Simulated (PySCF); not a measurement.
# Reading the logs of faulty runs: AlGeH6N2 cation

Calculated results; nothing here was measured. The program is PySCF 2.14.0, an open-source quantum chemistry code, run on an isolated molecule that a program drew, which may never have been made. The molecule is AlGeH6N2 cation (charge +1, singlet), drawn as the SMILES string `[NH2][Ge+]([NH2])[AlH2]`.

Each row is a Hartree-Fock (HF) and frozen-core CCSD(T) single point in the cc-pV(D+d)Z basis, meant for a local HF minimum. Run 1 is clean. Each other run has one planted mistake out of seven kinds, and not every kind appears here: one electron removed, one electron added, multiplicity raised by two, geometry at a saddle point, minimal basis STO-3G, one bond length entered in bohr, all coordinates scaled. The reference is restricted for singlets and unrestricted otherwise, and also for a bond in bohr. Adding or removing an electron swaps singlet and doublet. Electrons count all cores. HOMO and LUMO are orbital energies over both spins, the gradient is its largest component, and the lowest frequency (negative if imaginary) is given only where the gradient is small. Bond lengths are over the 9 bonds as drawn. T1 is the CCSD diagnostic: over 0.02 (restricted) or 0.045 (unrestricted) a single reference is doubtful. Germanium has the cc-pVDZ-PP basis, with a core potential (ECP10MDF) in place of its 10 inner electrons, and its 3s, 3p and 3d shells are frozen in CCSD(T).

Geometry of the clean run:
```xyz
10
AlGeH6N2 cation, angstrom
N     0.5298    2.3525   -2.1911
Ge   -0.0361    0.8625   -1.4554
N    -1.5326    1.1308   -0.5776
Al    1.1709   -1.4203   -1.6410
H     0.0629    3.2388   -2.1202
H     1.3711    2.3981   -2.7353
H    -2.0085    0.3957   -0.0884
H    -2.0019    2.0155   -0.5041
H     0.4128   -2.5369   -0.8689
H     2.4658   -1.3191   -2.4957
```

| run | electrons | basis functions | <S^2> | HOMO (eV) | LUMO (eV) | gradient (hartree/bohr) | lowest frequency (cm^-1) | mean bond (Å) | longest bond (Å) | T1 | HF (hartree) | CCSD(T) (hartree) | mistake |
|---|---|---|---|---|---|---|---|---|---|---|---|---|---|
| 1 | 64 | 104 | 0.000 | -15.65 | -4.37 | 2.9e-05 | 73 | 1.4693 | 2.589 | 0.0169 | -647.49930 | -648.04092 | no fault |
| 2 | 64 | 104 | 0.000 | -16.24 | -4.32 | 7.0e-02 | - | 1.3768 | 2.426 | 0.0138 | -647.45334 | -647.98092 | all coordinates scaled |
| 3 | 63 | 104 | 0.774 | -21.02 | -14.17 | 9.4e-02 | - | 1.4693 | 2.589 | 0.0237 | -646.94353 | -647.47615 | one electron removed |
| 4 | 65 | 104 | 0.760 | -5.28 | 1.58 | 6.1e-02 | - | 1.4693 | 2.589 | 0.0149 | -647.67630 | -648.23005 | ? |
| 5 | 64 | 104 | 2.031 | -10.69 | -5.93 | 1.6e-01 | - | 1.4693 | 2.589 | 0.0732 | -647.37042 | -647.89152 | ? |

**Which mistake was planted in run 4, and what did it cost?**

It counts 65 electrons, one more than the clean run, at the same geometry and basis. So the mistake is: one electron added. Subtracting run 1 and multiplying by 627.51 kcal/mol a hartree, the energy moved by -111.1 kcal/mol in HF and -118.7 kcal/mol in CCSD(T).

**Which mistake was planted in run 5, and what did it cost?**

Electrons, basis and geometry are unchanged, and <S^2> is 2.031, beside S(S+1) = 2.00 for a multiplicity of 3. So the mistake is: multiplicity raised by two. Subtracting run 1 and multiplying by 627.51 kcal/mol a hartree, the energy moved by 80.9 kcal/mol in HF and 93.7 kcal/mol in CCSD(T).

Cautions from the logs. Run 5: T1 is over the limit, so its CCSD(T) energy is less reliable.
